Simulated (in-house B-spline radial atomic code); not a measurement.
Relativistic effects in neutral vanadium, [Ar] 3d3 4s2: non-relativistic Hartree-Fock (point nucleus) against Dirac-Hartree-Fock (Fermi nucleus of rms radius 3.6002 fm), both averages of the configuration, computed with a B-spline radial code for spherical atoms.

```json
{"orbital": "1s1/2", "ε NR (Eh)": "-201.52", "ε Dirac (Eh)": "?", "<r> NR (bohr)": "0.067", "<r> Dirac (bohr)": "?", "change of <r> (%)": "?"}
{"orbital": "2s1/2", "ε NR (Eh)": "-23.897", "ε Dirac (Eh)": "-24.184", "<r> NR (bohr)": "0.3087", "<r> Dirac (bohr)": "0.3058", "change of <r> (%)": "-0.9"}
{"orbital": "2p1/2", "ε NR (Eh)": "-20.044", "ε Dirac (Eh)": "-20.263", "<r> NR (bohr)": "0.274", "<r> Dirac (bohr)": "0.2712", "change of <r> (%)": "-1.0"}
{"orbital": "2p3/2", "ε NR (Eh)": "-20.044", "ε Dirac (Eh)": "?", "<r> NR (bohr)": "0.274", "<r> Dirac (bohr)": "?", "change of <r> (%)": "?"}
{"orbital": "3s1/2", "ε NR (Eh)": "-3.1989", "ε Dirac (Eh)": "-3.2409", "<r> NR (bohr)": "0.9546", "<r> Dirac (bohr)": "0.9474", "change of <r> (%)": "-0.8"}
{"orbital": "3p1/2", "ε NR (Eh)": "-2.0335", "ε Dirac (Eh)": "-2.06", "<r> NR (bohr)": "1.024", "<r> Dirac (bohr)": "1.016", "change of <r> (%)": "-0.8"}
{"orbital": "3p3/2", "ε NR (Eh)": "-2.0335", "ε Dirac (Eh)": "-2.0272", "<r> NR (bohr)": "1.024", "<r> Dirac (bohr)": "1.024", "change of <r> (%)": "0.0"}
{"orbital": "3d3/2", "ε NR (Eh)": "-0.46118", "ε Dirac (Eh)": "-0.45256", "<r> NR (bohr)": "1.351", "<r> Dirac (bohr)": "1.358", "change of <r> (%)": "+0.5"}
{"orbital": "3d5/2", "ε NR (Eh)": "-0.46118", "ε Dirac (Eh)": "-0.45039", "<r> NR (bohr)": "1.351", "<r> Dirac (bohr)": "1.363", "change of <r> (%)": "+0.8"}
{"orbital": "4s1/2", "ε NR (Eh)": "-0.23243", "ε Dirac (Eh)": "-0.23458", "<r> NR (bohr)": "3.607", "<r> Dirac (bohr)": "3.579", "change of <r> (%)": "-0.8"}
```

Task: What happens to 2p3/2?

Result: Its energy goes to -19.997 hartree and <r> to 0.2739 bohr (-0.06 %).

Task: What happens to 1s1/2?

Result: Its energy goes to -202.97 hartree and <r> to 0.06639 bohr (-0.92 %).

Task: What explains the pattern of contraction and expansion?

Result: Expansion is seen in 3d3/2, 3d5/2. The s and p1/2 orbitals contract directly, screen the nucleus better, and so push out orbitals that have little density near the nucleus; spin-orbit coupling adds to this for j = l + 1/2 and opposes it for j = l - 1/2.

Task: By how much does the total energy change?

Result: By -5.3851 hartree, from -942.804 to -948.189.
